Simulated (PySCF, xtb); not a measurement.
Breaking a bond: SiS, singlet.

Methods: UKS-B3LYP/3-21G = unrestricted B3LYP/3-21G (PySCF 2.14.0); GFN1-xTB (xtb); UKS-B3LYP/6-31G* = unrestricted B3LYP/6-31G*, spherical d (PySCF 2.14.0); UCCSD(T) = CCSD(T) on UHF/cc-pVTZ, 10 core orbitals frozen (PySCF).

Energies relative to the lowest point of each curve near equilibrium, in eV; the last columns give the difference from UCCSD(T):

```csv
R / Å,UKS-B3LYP/3-21G,GFN1-xTB,UKS-B3LYP/6-31G*,UCCSD(T),UKS-B3LYP/3-21G − UCCSD(T),GFN1-xTB − UCCSD(T),UKS-B3LYP/6-31G* − UCCSD(T)
1.45,10.416,16.799,8.664,8.762,1.655,8.037,-0.098
1.53,6.678,9.630,5.298,5.365,1.313,4.266,-0.066
1.64,3.322,4.019,2.386,2.420,0.902,1.599,-0.034
1.73,1.667,1.661,1.034,1.052,0.615,0.610,-0.018
1.82,0.688,0.490,0.311,0.319,0.370,0.171,-0.007
1.86,0.415,0.222,0.139,0.143,0.272,0.079,-0.004
1.93,0.118,0.010,0.002,0.003,0.115,0.007,-0.001
1.97,0.032,0.000,0.000,0.000,0.032,0.000,0.000
2.05,0.000,0.149,0.120,0.119,-0.119,0.030,0.002
2.12,0.087,0.409,0.327,0.324,-0.237,0.085,0.003
2.26,0.466,1.136,0.913,0.982,-0.515,0.154,-0.069
2.42,1.084,2.129,1.718,1.832,-0.749,0.296,-0.114
2.59,1.810,3.241,2.587,2.781,-0.971,0.460,-0.194
2.89,2.903,5.097,3.810,4.149,-1.246,0.948,-0.339
3.22,3.742,6.700,4.678,5.093,-1.351,1.607,-0.414
3.51,4.250,7.690,5.172,5.676,-1.425,2.014,-0.503
3.91,4.650,—,5.540,5.833,-1.184,—,-0.293
4.29,4.847,—,5.719,5.887,-1.040,—,-0.168
4.71,4.965,—,5.826,5.915,-0.950,—,-0.089
5.21,5.035,—,5.891,5.932,-0.897,—,-0.041
5.83,5.077,—,5.926,5.942,-0.865,—,-0.016
6.74,5.085,—,5.942,5.948,-0.863,—,-0.006
7.79,—,—,—,5.950,—,—,—
```

UKS-B3LYP/3-21G is furthest from UCCSD(T) at 1.45 (1.655 eV, above); its mean absolute difference over the points is 0.804 eV.

GFN1-xTB is furthest from UCCSD(T) at 1.45 (8.037 eV, above); its mean absolute difference over the points is 1.273 eV.

UKS-B3LYP/6-31G* is furthest from UCCSD(T) at 3.51 (-0.503 eV, below); its mean absolute difference over the points is 0.113 eV.

Dashes: no converged value, or the column stops at the first point that the program doubted or that broke a chosen test of continuity, which isn't proof of a fault.

The unrestricted solution behind UKS-B3LYP/3-21G, UKS-B3LYP/6-31G* changes between 6.74 and 7.79 Å, which can leave a kink. The unrestricted determinant behind UKS-B3LYP/3-21G, UKS-B3LYP/6-31G* is spin-contaminated at 2.59 to 6.74 Å (<S²> up to 2.0, against 0.00 for a pure singlet). The unrestricted solution behind UCCSD(T) changes between 2.59 and 2.89 Å, which can leave a kink. The unrestricted determinant behind UCCSD(T) is spin-contaminated at 2.26 to 7.79 Å (<S²> up to 2.0, against 0.00 for a pure singlet).
